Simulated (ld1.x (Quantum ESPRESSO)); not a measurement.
## Plane-wave convergence, RRKJ potential for iron (Fe)

Fe, norm-conserving RRKJ (Kleinman–Bylander form), made with ld1.x (Quantum ESPRESSO) 7.5 (LDA (PZ), fully relativistic). Core [Ar], reference 3d6 4s2 4p0. Waves: 4s (bound): rc 2.30 bohr; 4p (bound, empty): rc 2.50 bohr; 3d (bound): rc 1.65 bohr. Local part: all-electron potential smoothed inside 1.25 bohr (lloc = -2). Core correction: none. rho0 = 0.01.

Open shells are filled in proportion to 2j + 1 (rel_dist='average').

The pseudo-atom Hamiltonian at the reference potential is diagonalised in spherical Bessel functions j_l(qr) that vanish at 20 bohr, with q² up to the cutoff. All-electron valence levels (Ry): 4s -0.4034, 4p1/2 -0.1079, 4p3/2 -0.1043, 3d3/2 -0.5764, 3d5/2 -0.5652.

How do the lowest levels (Ry) of each channel move with the cutoff, and are there ghosts?

```tsv
cutoff (Ry)	s #1	s #2	p1/2 #1	p3/2 #1	d3/2 #1	d3/2 #2	d5/2 #1	d5/2 #2	f #1	f #2	Σ f·Δε (mRy)
8	-0.3986	0.0073	-0.1062	-0.1029	0.0591	0.1334	0.0591	0.1334	0.1126	0.2383	3782.1
12	-0.4044	0.0070	-0.1073	-0.1039	0.0584	0.1305	0.0584	0.1305	0.1126	0.2383	3770.7
18	-0.4088	-0.2262	-0.1078	-0.1043	0.0569	0.1238	0.0569	0.1238	0.1126	0.2383	3770.2
25	-0.5173	-0.4013	-0.1079	-0.1043	0.0513	0.1055	0.0514	0.1057	0.1126	0.2383	3730.3
35	-0.5957	-0.4034	-0.1079	-0.1043	-0.1730	0.0651	-0.1680	0.0652	0.1126	0.2383	2398.3
40	-0.5971	-0.4034	-0.1079	-0.1043	-0.3663	0.0634	-0.3583	0.0635	0.1126	0.2383	1249.3
50	-0.5975	-0.4034	-0.1079	-0.1043	-0.5407	0.0627	-0.5300	0.0627	0.1126	0.2383	212.3
60	-0.5979	-0.4034	-0.1079	-0.1043	-0.5726	0.0626	-0.5614	0.0626	0.1126	0.2383	22.8
80	-0.5982	-0.4034	-0.1079	-0.1043	-0.5758	0.0626	-0.5646	0.0626	0.1126	0.2383	3.4
100	-0.5982	-0.4034	-0.1079	-0.1043	-0.5764	0.0626	-0.5651	0.0626	0.1126	0.2383	0.5
120	-0.5982	-0.4034	-0.1079	-0.1043	-0.5764	0.0626	-0.5651	0.0626	0.1126	0.2383	0.3
400	-0.5982	-0.4034	-0.1079	-0.1043	-0.5764	0.0626	-0.5652	0.0626	0.1126	0.2383	0.0
```

Result: ghost state, extra bound levels that the all-electron valence spectrum of the same l lacks: s at -8.1 eV (a true bound ghost makes a file unfit for plane-wave use); 10 mRy is reached at 70 Ry and 1 mRy at 100 Ry.

1 of 7 tests not solved or not reliable.
